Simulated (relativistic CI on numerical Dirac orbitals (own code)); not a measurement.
Sensitivity of the levels of Dy XXIV to α and to the nuclear radius

Calculated at this level of theory: Dirac-Coulomb-Breit CI, orbitals from a KLI potential per configuration, derivatives by finite differences, unscaled Slater integrals, QED left out (own radial code, finite nucleus).

Configuration list (outside the closed core [Ar] 3d10): 4s2.4p6.4d7, 4s2.4p5.4d8, 4s2.4p6.4d6.4f, 4s2.4p4.4d9, 4s.4p6.4d8, 4p6.4d9, 4s2.4p6.4d6.5s, 4s.4p5.4d9. Levels of other configurations are missing.

With x = (α/α₀)² − 1 an excitation energy changes as ω = ω₀ + qx; K = 2q/ω₀ is the relative enhancement. Terms are leading LS components, so labels can repeat. The field-shift factor is F = δν/δ⟨r²⟩ for the transition from the lowest level.

Lowest level 4s2.4p6.4d7 4F_9/2.

```
              Level  ω₀ (cm⁻¹)  q (cm⁻¹)       K  F (GHz/fm²)
 4s2.4p6.4d7 2P_3/2      29052     -1103  -0.076       -0.391
 4s2.4p6.4d7 2D_5/2      40333      9225   0.457        0.163
 4s2.4p6.4d7 4F_7/2      59812     67520    2.26         1.28
 4s2.4p6.4d7 4F_3/2      81946     69770     1.7         1.32
 4s2.4p6.4d7 2G_9/2      84590     61630    1.46         1.26
 4s2.4p6.4d7 4P_5/2      86310     71310    1.65         1.44
 4s2.4p6.4d7 4P_1/2      93038     66160    1.42        0.979
4s2.4p6.4d7 2H_11/2     106989     64270     1.2          1.5
 4s2.4p6.4d7 2G_7/2     114195     73730    1.29         1.45
 4s2.4p6.4d7 2F_5/2     133660     60480   0.905         1.29
 4s2.4p6.4d7 2D_5/2     144146    127400    1.77         2.35
 4s2.4p6.4d7 4P_3/2     146969    129500    1.76         2.41
 4s2.4p6.4d7 2P_1/2     162893    135300    1.66         2.17
```

At this charge energies of transitions that change n are usually good to better than 1 %, and those within a shell (Δn = 0) to a few per cent. Terms inside the open d or f shell come out 10 to 20 % too wide with unscaled integrals.
